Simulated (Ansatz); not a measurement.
Relaxation of ClH4O4Ti (10 atoms, charge 0, multiplicity 2), to a largest force component of 0.03 eV/Å in at most 50 steps.

Computed with UHF/def2-SVP in Ansatz 0.2.0.

```xyz
10
Properties=species:S:1:pos:R:3
Ti -0.066 -0.054 0.048
Cl 0.098 0.347 2.351
O 1.539 -0.179 -0.621
H 2.291 -0.658 -0.929
O -0.906 1.280 -0.700
H -1.678 1.699 -1.042
O -0.948 -1.540 -0.148
H -1.380 -2.373 -0.051
O 0.020 -0.225 5.100
H -0.576 -0.745 4.566
```

Task: Where does it end, and by what steps?

Result: The run converged. The force dipped under the threshold on the way, but the program's further checks kept it going. After 36 steps the energy has fallen by 0.417 eV; O9 moved furthest, 2.16 Å.

| step | energy less start (eV) | largest force component (eV/Å) | accepted |
| --- | --- | --- | --- |
| 0 | 0.0000 | 1.336 | yes |
| 2 | -0.1261 | 1.824 | yes |
| 4 | -0.1927 | 0.111 | yes |
| 6 | -0.1362 | 2.617 | no |
| 8 | -0.2048 | 1.283 | no |
| 10 | -0.2234 | 0.071 | yes |
| 12 | -0.2309 | 0.147 | yes |
| 14 | -0.2419 | 0.371 | yes |
| 16 | -0.2522 | 0.596 | yes |
| 18 | -0.2696 | 0.189 | yes |
| 20 | -0.2913 | 0.597 | yes |
| 22 | -0.3196 | 1.010 | yes |
| 24 | -0.3421 | 0.808 | yes |
| 26 | -0.3691 | 0.297 | yes |
| 28 | -0.4054 | 0.326 | yes |
| 30 | -0.4090 | 0.350 | no |
| 32 | -0.4139 | 0.209 | yes |
| 34 | -0.4038 | 0.443 | no |
| 36 | -0.4174 | 0.028 | yes |

```xyz
10
Properties=species:S:1:pos:R:3
Ti 0.055 0.174 0.220
Cl 0.373 1.330 2.163
O 1.597 -0.133 -0.554
H 2.259 -0.766 -0.780
O -1.000 1.071 -0.856
H -1.876 1.147 -1.197
O -0.697 -1.305 0.739
H -0.916 -1.755 1.549
O -0.878 -1.552 3.648
H -0.523 -0.659 3.641
```

Run time: 110 s on 4 threads of Intel(R) Xeon(R) 6975P-C (Granite Rapids) (shared host), peak memory 0.72 GiB.
